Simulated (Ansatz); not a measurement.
Input for Ansatz (a first-principles code): R-r2SCAN/def2-TZVPP on YN, 2S+1 = 1, a spin state set in the input, which need not be the lowest, a point of a bond scan (R = 1.775 Å). Elements past Kr take the def2 small-core potentials; no spin–orbit coupling.

Ansatz 0.2 input:
```yaml
crystal:
  periodic: [false, false, false]
  atoms:
    - {symbol: Y, position_ang: [0.00000000, 0.00000000, 0.00000000]}
    - {symbol: N, position_ang: [0.00000000, 0.00000000, 1.77532700]}
basis:
  gaussian:
    orbitals: def2-TZVPP
    pivot_positions_ang: [[0.00000000, 0.00000000, 0.00000000], [0.00000000, 0.00000000, 1.77532700]]
hamiltonian:
  xc: {name: r2SCAN}
output: {forces: true, orbitals: {seedname: ./end}}
```

It printed:

```
WARN ansatz: RAYON_NUM_THREADS=2 ignored (pool sized by the plan → 2); use --threads N
Functional definition: r2SCAN
integrals: 0.02 GiB planned
504 factors; their error is unknown
mean field: 0.21 GiB planned
mean field evaluation 1: about -2502.7912 eV, gradient 1.1e2 eV
mean field evaluation 2: about -2242.4844 eV, gradient 1.7e2 eV
mean field evaluation 4: about -2514.1149 eV, gradient 8.5e1 eV
mean field evaluation 8: about -2529.6380 eV, gradient 4.3e0 eV
mean field evaluation 16: about -2529.6862 eV, gradient 2.4e-3 eV
mean field evaluation 32: about -2528.7707 eV, gradient 8.4e0 eV
mean field -2529.68615025 eV, -92.9642513389 hartree, gradient 4.5e-5 eV, S^2 0.000000; 1 other end points of the search recorded, 0 dependent functions left out
the calculation of the forces begins
reference -2529.68616556 eV, -92.9642519015 hartree; 9, 9 occupied and 78, 78 virtual orbitals, 504 factors
Total energy: -2529.68616556 eV, -92.9642519015 hartree
Atom 0 at     0.000000     0.000000     0.000000 Å, force    -0.000000     0.000000    -0.644364 eV/Å
Atom 1 at     0.000000     0.000000     1.775327 Å, force     0.000000    -0.000000     0.644364 eV/Å
Dipole moment:     0.000000     0.000000    -1.381470 e Å
```

The run converged.

Cost: very roughly 4 core-seconds.
